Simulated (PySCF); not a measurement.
Ga(Me)2 (C2H6Ga), SMILES [CH3][Ga+][CH3], charge +1.

The structure is a stationary point at ωB97X-D3(BJ)/def2-SVP. The spin state was assumed, not searched. The isomer is the one that the SMILES or the coordinates give; other isomers of the formula were not compared.

These are ωB97X-D3(BJ)/def2-SVP (PySCF) values and carry that method's errors.

Frequencies are harmonic and unscaled.

A small imaginary wavenumber (i) marks a very flat motion, where grid noise or a shallow saddle decides the sign.

Modes within 1.5 cm⁻¹ of each other (mostly degenerate sets) share a row, with their intensities summed.

| mode | ν (cm⁻¹) | IR (km/mol) | Raman (Å⁴/amu) | depolarisation | moving atoms (share of kinetic energy) |
|---|---|---|---|---|---|
| 1 | 29i | 0.0 | 0.0 | – | H 100 % |
| 2–3 | 142 | 0.6 | 0.0 | – | C 43 %, H 30 %, Ga 27 % |
| 4 | 565 | 0.0 | 52.1 | 0.22 | C 80 %, H 20 % |
| 5 | 691 | 17.8 | 0.0 | – | C 54 %, Ga 30 %, H 16 % |
| 6–7 | 693 | 0.0 | 2.4 | 0.75 | H 86 %, C 14 % |
| 8–9 | 797 | 120.0 | 0.0 | – | H 77 %, C 20 % |
| 10 | 1255 | 6.0 | 0.0 | – | H 81 %, C 19 % |
| 11 | 1263 | 0.0 | 19.5 | 0.08 | H 83 %, C 17 % |
| 12–13 | 1409 | 0.0 | 25.6 | 0.75 | H 95 % |
| 14–15 | 1414 | 38.7 | 0.1 | 0.75 | H 96 % |
| 16 | 3068 | 25.2 | 0.0 | – | H 97 % |
| 17 | 3071 | 0.0 | 289.2 | 0.00 | H 97 % |
| 18–21 | 3189 | 54.7 | 330.0 | 0.75 | H 91 %, C 9 % |
